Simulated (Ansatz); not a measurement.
Ideal-gas functions of FHOZn, SMILES `[OH][Zn][F]` at 800 K and 1 bar, from an Ansatz frequency run at PBE0-D4/def2-TZVP.

Molar mass 101.4 g/mol, point group Cs (symmetry number 1), electronic degeneracy 1, moments of inertia 0.71, 111.633, 112.343 u Å². Harmonic wavenumbers (cm⁻¹, unscaled): 165, 172, 605, 755, 801, 3907.

Use S(trans) = R[1.5 ln M + 2.5 ln T − 1.1517]; rotational temperatures θ = 24.2544 K / I; S(rot) = R[ln(√π/σ · √(T³/θAθBθC)) + 1.5]; for each mode x = 1.438777 ν̃/T, S = R[x/(eˣ − 1) − ln(1 − e⁻ˣ)] and H = RT x/(eˣ − 1); 1 cm⁻¹ = 0.0119627 kJ/mol; R = 8.31446 J/(mol·K).

Problem. By hand: the entropy, in J/(mol·K).

Solution. Translation 187.0. Rotation: θ = 34.1611, 0.2173, 0.2159 K, giving 98.6. Vibration, mode by mode: 18.45, 18.10, 8.01, 6.38, 5.96, 0.06, in all 57.0. Electronic 0.0. Sum 342.6 J/(mol·K).

Problem. By hand: H − E and G − E in kJ/mol, counted from the electronic energy.

Solution. Zero-point energy ½ × 6405 × 0.0119627 = 38.3; thermal vibration 21.2; translation, rotation and pV give 4 RT = 26.6. H − E = 86.1 kJ/mol, and G − E = 86.1 − 800 × 342.6/1000 = -188.0 kJ/mol.

Vibration gives 17 % of the entropy. The sum counts one conformer and one mirror image; others add a mixing term.
